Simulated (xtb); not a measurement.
xtb input (GFN1-xTB):

```bash
xtb mol.xyz --gfn 1 --sp --chrg 0 --uhf 0
```
mol.xyz:
```
12

C     -1.64689942    -0.75780096     0.66812012
C     -0.45192723     0.18576980     0.66047501
O     -0.72986466     1.40683897    -0.00022564
C      0.73744896    -0.44877477    -0.04107498
F      1.81690886     0.38291310    -0.01106905
F      0.45756909    -0.70903630    -1.35158376
H     -1.40281960    -1.70258676     1.15859310
H     -1.97170223    -0.96286638    -0.35165578
H     -2.47648915    -0.30702054     1.21616471
H     -0.11987733     0.37249152     1.69151831
H     -1.51749609     1.79654677     0.39250015
H      1.02526641    -1.39133212     0.43343908
```

End of the output:

```
         :::::::::::::::::::::::::::::::::::::::::::::::::::::
         ::                     SUMMARY                     ::
         :::::::::::::::::::::::::::::::::::::::::::::::::::::
         :: total energy             -24.566162393755 Eh    ::
         :: gradient norm              0.029623789011 Eh/a0 ::
         :: HOMO-LUMO gap              8.854465303014 eV    ::
         ::.................................................::
         :: SCC energy               -24.710170448254 Eh    ::
         :: -> electrostatic           0.086705076502 Eh    ::
         :: repulsion energy           0.147356487482 Eh    ::
         :: dispersion energy         -0.003348432983 Eh    ::
         :: halogen bond corr.         0.000000000000 Eh    ::
         :: add. restraining           0.000000000000 Eh    ::
         :: total charge               0.000000000000 e     ::
         :::::::::::::::::::::::::::::::::::::::::::::::::::::

           -------------------------------------------------
          |                Property Printout                |
           -------------------------------------------------

    * Orbital Energies and Occupations

         #    Occupation            Energy/Eh            Energy/eV
      -------------------------------------------------------------
         1        2.0000           -0.8680257             -23.6202
       ...           ...                  ...                  ...
         7        2.0000           -0.6312980             -17.1785
         8        2.0000           -0.6122397             -16.6599
         9        2.0000           -0.6071537             -16.5215
        10        2.0000           -0.6008312             -16.3494
        11        2.0000           -0.5821220             -15.8403
        12        2.0000           -0.5572665             -15.1640
        13        2.0000           -0.5446540             -14.8208
        14        2.0000           -0.5410520             -14.7228
        15        2.0000           -0.5337931             -14.5252
        16        2.0000           -0.5306969             -14.4410
        17        2.0000           -0.5189009             -14.1200
        18        2.0000           -0.4855060             -13.2113
        19        2.0000           -0.4769561             -12.9786 (HOMO)
        20                         -0.1515605              -4.1242 (LUMO)
        21                         -0.1367414              -3.7209
Note: The following floating-point exceptions are signalling: IEEE_DENORMAL
normal termination of xtb
        22                         -0.1272508              -3.4627
        23                         -0.1090366              -2.9670
        24                         -0.0765756              -2.0837
        25                         -0.0743189              -2.0223
        26                         -0.0325436              -0.8856
        27                         -0.0251732              -0.6850
        28                          0.0674381               1.8351
        29                          0.0884664               2.4073
        30                          0.1187761               3.2321
       ...                                ...                  ...
        36                          0.4249121              11.5624
      -------------------------------------------------------------
                  HL-Gap            0.3253956 Eh            8.8545 eV
             Fermi-level           -0.3142583 Eh           -8.5514 eV

  Mulliken/CM5 charges         n(s)   n(p)   n(d)
     1C    -0.11662 -0.26277   1.019  3.098  0.000
     2C     0.21098  0.17002   1.011  2.778  0.000
     3O    -0.54747 -0.75593   1.687  4.860  0.000
     4C     0.43196  0.41624   1.033  2.535  0.000
     5F    -0.25880 -0.28370   1.822  5.437  0.000
     6F    -0.26259 -0.28794   1.823  5.440  0.000
     7H     0.03746  0.08969   0.963  0.000  0.000
     8H     0.05954  0.11477   0.940  0.000  0.000
     9H     0.04065  0.09391   0.959  0.000  0.000
    10H     0.02629  0.09225   0.974  0.000  0.000
    11H     0.34426  0.51764   0.656  0.000  0.000
    12H     0.03434  0.09583   0.966  0.000  0.000

Wiberg/Mayer (AO) data.
largest (>0.10) Wiberg bond orders for each atom

 ---------------------------------------------------------------------------
     #   Z sym  total        # sym  WBO       # sym  WBO       # sym  WBO
 ---------------------------------------------------------------------------
     1   6 C    3.994 --     2 C    0.997     9 H    0.985     7 H    0.985
                             8 H    0.984
     2   6 C    3.933 --     1 C    0.997     4 C    0.968     3 O    0.967
                            10 H    0.961
     3   8 O    1.919 --     2 C    0.967    11 H    0.878
     4   6 C    3.806 --     2 C    0.968    12 H    0.959     5 F    0.925
                             6 F    0.922
     5   9 F    1.033 --     4 C    0.925
     6   9 F    1.029 --     4 C    0.922
     7   1 H    1.002 --     1 C    0.985
     8   1 H    1.004 --     1 C    0.984
     9   1 H    1.005 --     1 C    0.985
    10   1 H    1.012 --     2 C    0.961
    11   1 H    0.892 --     3 O    0.878
    12   1 H    1.024 --     4 C    0.959
 ---------------------------------------------------------------------------

Topologies differ in total number of bonds
Writing topology from bond orders to xtbtopo.mol

 dipole moment from electron density (au)
     X       Y       Z
  -1.2047  -0.6124   1.5281  total (Debye):    5.185

           -------------------------------------------------
          | TOTAL ENERGY              -24.566162393755 Eh   |
          | GRADIENT NORM               0.029623789011 Eh/α |
          | HOMO-LUMO GAP               8.854465303014 eV   |
           -------------------------------------------------

------------------------------------------------------------------------
------------------------------------------------------------------------
 total:
 SCF:
```
